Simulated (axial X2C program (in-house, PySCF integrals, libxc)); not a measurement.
**CaH: cheaper levels and CCSD(T), 2c**

Computed with an axial X2C code built on PySCF integrals. Two-component (2c) means X2C with spin–orbit coupling and atomic mean-field two-electron Coulomb and Gaunt terms. Basis: Ca dyall-cv3z [11s12p6d4f], H dyall-v3z [6s2p1d] (cores contracted in-house); Gaussian nuclei, density fitting, unrestricted open shells. Masses: Ca 39.963 u, H 1.008 u.

State: Ω = 1/2 (⟨Sz⟩ = 0.50, ⟨Lz⟩ = 0.00 at HF); fragments Ca + H.

| level | Re (Å) | ωe (cm⁻¹) | De (eV) |
| --- | --- | --- | --- |
| PBE0 | 1.986 | 1305.5 | 1.91 |
| HF | 2.050 | 1298.8 | 1.51 |
| MP2 | 2.002 | 1326.9 | 1.57 |
| CCSD | 2.018 | 1288.3 | 1.73 |
| B3LYP | 1.988 | 1293.6 | 1.95 |

Correlated methods: 11 electrons correlated (number of frozen shells: Ca 2 s, 1 p; H none), 183 virtual spin orbitals or spinors in MP2, 90 natural virtuals in coupled cluster.

CCSD(T), same Hamiltonian and basis:

Re = 2.016 Å, ωe = 1286.5 cm⁻¹, De = 1.69 eV; T1 = 0.014 (Lee–Taylor normalisation).

(1) Give the differences from CCSD(T) in the columns below.

Occupations by symmetry block were frozen at the best pattern of an incomplete PBE0 search. De is counted from the lowest determinant-based energies of the atoms at the same level, without counterpoise correction. Density functionals use the spin component along the axis (collinear). Coupled cluster ran in a truncated set of natural virtual spinors; the MP2 energy of the rest was added. (T) has no such correction and the atoms are truncated less, which lowers De at CCSD(T) by a hundredth of an eV or more.

Answers

(1) 

| level | ΔRe (Å) | Δωe (cm⁻¹) | ΔDe (eV) |
| --- | --- | --- | --- |
| PBE0 | -0.030 | 19 | 0.22 |
| HF | 0.034 | 12 | -0.18 |
| MP2 | -0.014 | 40 | -0.12 |
| CCSD | 0.002 | 2 | 0.04 |
| B3LYP | -0.028 | 7 | 0.26 |
